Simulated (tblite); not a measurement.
Compound: 1,8-naphthoquinodimethane, C₁₂H₁₀ (triplet state).
Numbering: `[CH2:1][c:2]1[cH:3][cH:4][cH:5][c:6]2[cH:7][cH:8][cH:9][c:10]([CH2:11])[c:12]12` (hydrogens: H13, H14 on C1; H15 on C3; H16 on C4; H17 on C5; H18 on C7; H19 on C8; H20 on C9; H21, H22 on C11)

A start from a force field or distance geometry was refined with tblite, GFN2-xTB geometry optimisation, gas phase. Values at the start:

| coordinate | start |
| --- | --- |
| C1–C2 | 1.461 Å |
| C1–H13 | 1.101 Å |
| C1–H14 | 1.083 Å |
| C2–C3 | 1.394 Å |
| C2–C12 | 1.442 Å |
| C3–C4 | 1.390 Å |
| C3–H15 | 1.102 Å |
| C4–C5 | 1.387 Å |
| C4–H16 | 1.082 Å |
| C5–C6 | 1.401 Å |
| C5–H17 | 1.094 Å |
| C6–C12 | 1.429 Å |
| C10–C11 | 1.464 Å |
| C1–C2–C3 | 115.6° |
| C2–C12–C6 | 115.8° |
| C2–C12–C10 | 128.0° |
| C3–C2–C12 | 121.0° |
| C3–C4–C5 | 118.5° |
| C4–C5–C6 | 121.6° |
| C5–C6–C7 | 117.5° |
| C5–C6–C12 | 121.3° |

Task: How do these coordinates change at the GFN2-xTB level?

Result: 
| coordinate | GFN2-xTB (Å or °) | change |
| --- | --- | --- |
| C10–C11 | 1.374 | -0.090 |
| C1–C2 | 1.374 | -0.087 |
| C2–C3 | 1.426 | +0.032 |
| C1–H13 | 1.076 | -0.025 |
| C3–H15 | 1.080 | -0.022 |
| C3–C4 | 1.374 | -0.016 |
| C5–H17 | 1.080 | -0.014 |
| C6–C12 | 1.415 | -0.014 |
| C5–C6 | 1.411 | +0.010 |
| C1–H14 | 1.074 | -0.009 |
| C4–C5 | 1.383 | -0.004 |
| C4–H16 | 1.081 | -0.001 |
| C2–C12 | 1.443 | +0.001 |
| C2–C12–C10 | 123.0 | -5.0 |
| C3–C2–C12 | 117.5 | -3.5 |
| C1–C2–C3 | 118.7 | +3.1 |
| C2–C12–C6 | 118.5 | +2.7 |
| C5–C6–C7 | 120.1 | +2.6 |
| C3–C4–C5 | 120.2 | +1.7 |
| C5–C6–C12 | 119.9 | -1.4 |
| C4–C5–C6 | 120.6 | -1.0 |

The energy falls by 73.1 kJ/mol over 52 L-BFGS steps, the largest force on an atom goes from 2.61 to 0.008 eV/Å, and the atoms move by 0.327 Å rms after alignment. The bond that changes most is C10–C11 (ends: carbon bonded to 3 C; carbon bonded to C and 2 H), which shortens by 0.090 Å. Bonds longer at the end by more than 0.005 Å: 3 of 23; shorter: 11. Among the dihedrals that turn most is H14–C1–C2–C12, from -45° to -6°. Rotational constants go from 1435, 1047, 608.8 to 1468, 1061, 634.7 MHz.

The run took 0.49 s wall, 0.64 s CPU on an Arm Neoverse V2 with 2 threads, shared host.

Its GFN2-xTB frequencies are all real (lowest 113 cm⁻¹).

These are computed values.
